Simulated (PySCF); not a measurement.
CH3Cl2Si, SMILES Cl[Si](C)Cl, doublet, B3LYP/def2-SVP optimised geometry.

```
7

C     -0.80     0.63     0.00
Si    -0.19    -1.16     0.00
Cl    -0.88    -2.10     1.74
Cl     1.90    -1.16     0.00
H     -0.41     1.15     0.89
H     -1.90     0.66     0.02
H     -0.44     1.16    -0.90
```

Density from unrestricted B3LYP/def2-TZVP in PySCF at that geometry.

Minimum of the electron density along straight lines between bonded atoms, close to the bond critical point (lines longer than 1.1 times the sum of covalent radii, or with two minima, are not listed):

```
bond     length / Å  ρ at the minimum / e bohr⁻³  ∇²ρ there / e bohr⁻⁵  position (fraction from the first atom)
-------  ----------  ---------------------------  --------------------  ---------------------------------------
C1–Si2        1.886                   (withheld)            (withheld)                                     0.61
Si2–Cl3       2.091                        0.095                  0.16                                     0.37
Si2–Cl4       2.091                        0.095                  0.16                                     0.37
C1–H5         1.103                        0.267                 -0.88                                     0.64
C1–H6         1.101                        0.269                 -0.89                                     0.64
C1–H7         1.101                        0.269                 -0.89                                     0.64
```

Question: Complete the blanks.

Answer: 
- C1–Si2, ρ at the minimum / e bohr⁻³: 0.123
- C1–Si2, ∇²ρ there / e bohr⁻⁵: 0.11
